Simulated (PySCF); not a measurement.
GaF2Br, SMILES [F][Ga]([F])[Br]. The structure is a stationary point at PBE-D3(BJ)/def2-SVP. The structure was generated by enumeration; whether it is a known compound was not checked.

Level of theory: PySCF with PBE-D3(BJ)/def2-SVP.

Harmonic wavenumbers (cm⁻¹): 124, 161, 177, 312, 679, 726. Rotational constants (GHz): 6.005, 1.540, 1.226; symmetry number 2.

Q: Work out the zero-point energy and the ideal-gas rigid-rotor harmonic-oscillator thermochemistry at 298.15 K and 1 atm.

A: ZPE = ½ Σ hcν = ½ × 2179 cm⁻¹ = 3.11 kcal/mol. H − E(el) = 7.08 kcal/mol. Entropy in cal/(mol K): translation 41.59, rotation 26.36, vibration 9.89, total 77.85. G − E(el) = -16.13 kcal/mol. Cp = 16.94 cal/(mol K). Modes under 150 cm⁻¹ make the vibrational entropy uncertain.
